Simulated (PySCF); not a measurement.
Input of a run (PBE0-D3(BJ)/def2-SVP geometry optimisation, gas phase (PySCF 2.14.0)), started from GFN2-xTB:
```
{"job": {"xc": "PBE0", "basis": "def2-SVP", "d3": "d3bj", "grid": 1, "shake": 0.01, "kind": "geom"}, "charge": 0, "multiplicity": 1}
N      3.407340     0.576570    -0.678000
C      2.266550     0.468000    -0.430280
C      0.907440     0.255260    -0.156090
C      0.152060     1.148680     0.465310
C     -1.255770     0.720100     0.656950
C     -1.576320    -0.491530     0.215830
Si    -0.052900    -1.318220    -0.563120
H      0.463360     2.125000     0.800150
H     -1.949600     1.401710     1.174060
H     -2.567680    -0.904780     0.326380
H      0.418380    -2.484170     0.177010
H     -0.173180    -1.524890    -1.997220
```

Output (energies in Eh, forces in Eh/bohr):
```
step   0  E = -537.04519819  max force = 0.041000
step   1  E = -537.04969142  max force = 0.015573
step   2  E = -537.05067225  max force = 0.006784
step   3  E = -537.05110843  max force = 0.006856
step   4  E = -537.05109558  max force = 0.003984
step   5  E = -537.05120667  max force = 0.001352
step   6  E = -537.05121226  max force = 0.000610
step   7  E = -537.05121523  max force = 0.000117
optimisation converged
```

Summarise the run.

The energy falls by 0.164 eV over 8 energy and gradient evaluations, the largest force component goes from 0.0410 to 1.2e-04 Eh/bohr, and the atoms move by 0.041 Å rms after alignment. The bond that changes most is Si7–H12 (SiH2 silicon to Si–H hydrogen), which lengthens by 0.037 Å. Bonds longer at the end by more than 0.005 Å: 7 of 12; shorter: 4. Among the angles that change most is C4–C3–Si7, from 111.9° to 106.9°. The energy rose by more than 1e-6 Eh at step 4. The first step brought 75 % of the lowering.

What are the final bond lengths?

N1≡C2 1.162 Å, C2–C3 1.414 Å, C3=C4 1.359 Å, C4–C5 1.471 Å, C5=C6 1.351 Å, C6–Si7 1.873 Å, C3–Si7 1.891 Å, C4–H8 1.095 Å, C5–H9 1.095 Å, C6–H10 1.092 Å, Si7–H11 1.491 Å, Si7–H12 1.491 Å. Numbering counts from 1 in the input's order; the species is `N#CC1=CC=C[SiH2]1`.

The run used 127 basis functions and 63 SCF cycles in all.

Stationary, but not proved a minimum.
